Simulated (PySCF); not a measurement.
HClO (SMILES OCl), singlet, geometry from GFN2-xTB, with bond 3-1 at 1.3 times its length. Base run: M062X/def2-SVP (PySCF).

Geometry (Å):
```xyz
3

O     -0.0087     1.0983     0.0164
H     -0.9446     1.3351     0.0044
Cl     0.0802    -1.1035    -0.0153
```
Charge 0, spin multiplicity 1.
All else is at PySCF's defaults.
Base energy -535.63637 Eh.

The base run was repeated with changes; each row names its change, and settings that it needs were set with it.

```json
[
 {"change": "base", "ΔE vs base (µEh)": "0.0", "SCF cycles": "9", "outcome": "converged"},
 {"change": "conv_tol_grad = 1e-3", "ΔE vs base (µEh)": "0.0", "SCF cycles": "9", "outcome": "converged"},
 {"change": "DIIS = ADIIS", "ΔE vs base (µEh)": "0.0", "SCF cycles": "16", "outcome": "converged"},
 {"change": "conv_tol = 1e-7", "ΔE vs base (µEh)": "0.0", "SCF cycles": "7", "outcome": "converged"},
 {"change": "DIIS = EDIIS", "ΔE vs base (µEh)": "-", "SCF cycles": "50", "outcome": "not converged"},
 {"change": "level_shift = 0.5 (with mf.max_cycle = 100)", "ΔE vs base (µEh)": "0.0", "SCF cycles": "15", "outcome": "converged"},
 {"change": "init_guess = sap", "ΔE vs base (µEh)": "0.0", "SCF cycles": "12", "outcome": "converged"},
 {"change": "init_guess = huckel", "ΔE vs base (µEh)": "0.0", "SCF cycles": "11", "outcome": "converged"},
 {"change": "init_guess = vsap", "ΔE vs base (µEh)": "0.0", "SCF cycles": "12", "outcome": "converged"},
 {"change": "init_guess = atom", "ΔE vs base (µEh)": "0.0", "SCF cycles": "10", "outcome": "converged"},
 {"change": "diis_space = 12", "ΔE vs base (µEh)": "0.0", "SCF cycles": "9", "outcome": "converged"},
 {"change": "conv_tol = 1e-4", "ΔE vs base (µEh)": "0.5", "SCF cycles": "5", "outcome": "converged"},
 {"change": "level_shift = 0.3 (with mf.max_cycle = 100)", "ΔE vs base (µEh)": "0.0", "SCF cycles": "12", "outcome": "converged"}
]
```
